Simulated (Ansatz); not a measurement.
Start from `[Se]=CBr` and change one atom or group to get `[Se]=C[TeH]`.

Ansatz, PBE0-D4/def2-TZVP geometries, multiplicity 1. 

Elements past krypton have def2 core potentials. Scalar relativity is left out up to krypton.

| property | `[Se]=CBr` |
| --- | --- |
| HOMO energy (PBE0/def2-TZVPP) / eV | -6.84 |
| HOMO energy (ωB97M-V/def2-TZVPP) / eV | -8.97 |
| size of the dipole moment (B3LYP/def2-TZVPP) / D | 0.99 |
| LUMO energy (B3LYP/def2-TZVPP) / eV | -3.16 |
| LUMO energy (PBE0/def2-TZVPP) / eV | -2.99 |
| HOMO–LUMO gap (PBE/def2-TZVPP) / eV | 1.93 |

Question: What does the change do to each property? (An estimate is asked.)

Answer: Computed: 
```tsv
property	`[Se]=C[TeH]`	shift
HOMO energy (PBE0/def2-TZVPP) / eV	-6.30	0.54
HOMO energy (ωB97M-V/def2-TZVPP) / eV	-8.44	0.53
size of the dipole moment (B3LYP/def2-TZVPP) / D	2.38	1.39
LUMO energy (B3LYP/def2-TZVPP) / eV	-2.77	0.39
LUMO energy (PBE0/def2-TZVPP) / eV	-2.62	0.37
HOMO–LUMO gap (PBE/def2-TZVPP) / eV	1.83	-0.10
```

With PBE0 the HOMO rises by 0.54 eV and the LUMO rises by 0.37 eV, so the gap narrows by about 0.17 eV. PBE moves the HOMO by 0.52 eV and ωB97M-V by 0.53 eV. The zero-point energy changes by 16.7 kJ/mol with +3 modes. Dipoles are sizes alone; their direction can turn.

B3LYP here is the variant with VWN-RPA as its local correlation; programs differ in this.

Spin–orbit coupling is left out; it splits and shifts lone-pair levels of the heavy atoms by tenths of an eV.
